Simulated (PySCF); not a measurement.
H5Si2, SMILES [SiH2][SiH3] (connectivity only; charge and spin as stated), charge +1, multiplicity 1. Geometry: r2SCAN-D4/def2-TZVP. The spin state was assumed, not searched. The isomer is the one that the SMILES or the coordinates give; other isomers of the formula were not compared.

TDA-PBE/def2-SVPD (PySCF) puts the lowest singlet excitations at 3.63, 3.84, 4.52, 5.04, 7.75, 7.77 eV.

**Question.** What are the lowest excitation roots from ADC(2)/aug-cc-pVDZ in PySCF? (An estimate is asked for; the answer gives what the named calculation found.)

**Answer.** 4.07, 5.59, 6.29, 6.54, 8.49, 8.81 eV. S1 differs by 0.45 eV (second minus first; roots are paired by order, and the bases may differ).
